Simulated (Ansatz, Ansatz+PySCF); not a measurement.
```xyz
10

C    -0.0483    0.6151   -1.2219
C     0.0067   -0.6392   -1.1825
C    -0.0221    1.4597   -0.0852
C     0.0179   -1.4137   -0.1240
C     0.0271    0.6788    1.0137
C     0.0156   -0.7219    1.0922
H     0.0344    2.5305   -0.1409
H    -0.0056   -2.5335   -0.1249
H     0.0326    1.2267    1.9694
H     0.0149   -1.1793    2.0286
```

Basis set: def2-SVP (spherical functions). Correlated methods keep 6 orbitals frozen. Charge 0, multiplicity 1.

Computed with Ansatz (development build ahead of 0.2.0); each method stands on the lowest determinant of its kind that the runs found. Restricted open shells among the atoms or ions are ROHF, correlated in semicanonical orbitals with singles.

Task: Give the atomization energy at this shape (free ground-state atoms in the same class of orbitals less the molecule, no zero-point energy) of singlet C6H4 by RHF-MP2, RHF.

Result:

```json
{"method": "RHF-MP2", "atomization energy": "4780.3 kJ/mol"}
{"method": "RHF", "atomization energy": "3562.2 kJ/mol"}
```

Caution: the shape is not the minimum.
